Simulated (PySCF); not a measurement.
## NMR problem set

[PySCF: structure optimised with GFN2-xTB; shielding tensors at PBE0/pcSseg-1 (GIAO); non-relativistic; one conformer; one averaged value for each set of equivalent atoms; in vacuum]

Referencing at the same level of theory: ¹H, ¹³C against TMS. Splittings of carbon signals by F and P are missing where no couplings were computed. Where no couplings were computed, multiplicities follow the n + 1 count of equivalent neighbours, and m marks all less simple cases (inequivalent or close neighbours, rings, F or P nearby). Shifts are as computed. Against solution values, carbons near 30 ppm lie about +3 ppm off and those near 130 ppm about +5 ppm. Of 1211 compounds with measured shifts, 218 miss one by over three times the rms of a fit or turn the order of signals round; such compounds aren't used in these exercises.

Problem. C6H8NP. ¹H NMR (600 MHz, computed): δ 8.62 (m, 2H), 2.84 (s, 6H). ¹³C{¹H} NMR (computed): δ 165.5 (C), 150.6 (CH), 30.8 (CH3). What is it?

Solution. `p1cc(C)nc(C)c1`. 3 carbon signals for 6 carbons: some carbons are equivalent by symmetry or fast rotation. Carbon types of the structure: 2 × C, 2 × CH, 2 × CH3, which accounts for all hydrogens. δC 165.5: substituted aromatic carbon next to a ring nitrogen. δC 150.6: aromatic CH. δH 8.62: hydrogen on an aromatic CH; it sits in the deshielding region of the aromatic ring current. δH 2.84: hydrogen on a methyl carbon on an aromatic ring; benzylic-type position, deshielded by the ring.

The shifts were computed for this structure.

Problem. C6H8NP. ¹H NMR (500 MHz, computed): δ 9.30 (m, 1H), 9.29 (m, 1H), 8.86 (m, 1H), 3.04 (m, 2H), 1.32 (t, 3H). ¹³C{¹H} NMR (computed): δ 180.5, 157.0, 156.7, 154.5, 36.2, 26.4. Identify the compound.

Solution. SMILES CCc1cnccp1. 6 carbon signals for 6 carbons: no two carbons are equivalent. Carbon types of the structure: 1 × C, 3 × CH, 1 × CH2, 1 × CH3, which accounts for all hydrogens. δC 180.5: substituted aromatic carbon. δC 156.7, 154.5: aromatic CH next to a ring nitrogen; the adjacent pyridine-type nitrogen withdraws density from it. δH 9.30, 9.29: hydrogen on an aromatic CH next to a ring nitrogen; ring current plus the neighbouring ring nitrogen. δH 8.86: hydrogen on an aromatic CH; aromatic region.

The shifts were computed for this structure.
